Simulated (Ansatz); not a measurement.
`C[O][Ge]([F])([F])[O]C` + `C#C[SiH2]S[SiH3]` → `C#[C][Ge]([F])([F])[O]C` + `CO[SiH2]S[SiH3]`  (redistribution)

Calculated with Ansatz (gas phase, PBE0-D4/def2-TZVP geometries, no zero-point term in ΔE). CCSD(T)/CBS adds triple-zeta CCSD(T) − MP2 to the extrapolated MP2 energy (def2 sets, frozen cores). For Ge outer-core shells are correlated without core-valence functions, which leaves a few kJ/mol of doubt a bond. Scalar relativity is left out up to krypton. One conformer a species, not always the lowest.

```
             level  ΔE (kJ/mol)
    MP2/def2-QZVPP        -43.4
SCS-MP2/def2-QZVPP        -43.5
```

Task: What does CCSD(T)/CBS give? (Best estimate.)

Result: Computed: -44.1 kJ/mol. The listed levels differ from it by 0.7, 0.6 kJ/mol.

Largest T1 diagnostic among the species: 0.013.
